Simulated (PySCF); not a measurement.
BCl3H2O2Si, SMILES Cl[Si](Cl)(B(O)O)Cl.

Geometry optimised at B3LYP-D3(BJ)/def2-SVP. The structure was generated by enumeration, and PubChem lists no compound with its InChIKey, so it may never have been made. Other conformers were not sampled.

Computed with TDDFT-PBE/def2-SVPD run with PySCF.

Vertical excitations.  State labels are in the subgroup Cs.

| state | symmetry | energy (eV) | λ (nm) | f | main pairs |
|---|---|---|---|---|---|
| S1 | A" | 5.78 | 215 | 0.024 | HOMO→LUMO 96 % |
| S2 | A' | 5.85 | 212 | 0.009 | HOMO−1→LUMO 98 % |
| S3 | A' | 6.15 | 202 | 0.001 | HOMO−2→LUMO 80 %, HOMO→LUMO+1 19 % |
| S4 | A" | 6.18 | 201 | 0.001 | HOMO−3→LUMO 98 % |
| S5 | A' | 6.31 | 196 | 0.086 | HOMO→LUMO+1 79 %, HOMO−2→LUMO 18 % |
| S6 | A" | 6.61 | 188 | 0.000 | HOMO−1→LUMO+1 90 % |
| S7 | A' | 6.68 | 185 | 0.014 | HOMO→LUMO+2 54 %, HOMO→LUMO+3 27 %, HOMO−6→LUMO 17 % |
| S8 | A" | 6.70 | 185 | 0.000 | HOMO−5→LUMO 87 % |
| S9 | A' | 6.72 | 185 | 0.006 | HOMO−6→LUMO 44 %, HOMO−4→LUMO 33 %, HOMO→LUMO+2 15 % |
| S10 | A' | 6.73 | 184 | 0.007 | HOMO→LUMO+3 71 %, HOMO→LUMO+2 15 %, HOMO−6→LUMO 12 % |
| T1 | A" | 4.95 | 250 | 0 | HOMO→LUMO 99 % |
| T2 | A' | 5.68 | 218 | 0 | HOMO−1→LUMO 99 % |
| T3 | A' | 5.94 | 209 | 0 | HOMO→LUMO+1 92 % |
| T4 | A' | 5.97 | 208 | 0 | HOMO−2→LUMO 91 % |
Triplets are in the Tamm–Dancoff approximation, which puts them higher than full response would, so one can lie above its singlet here.
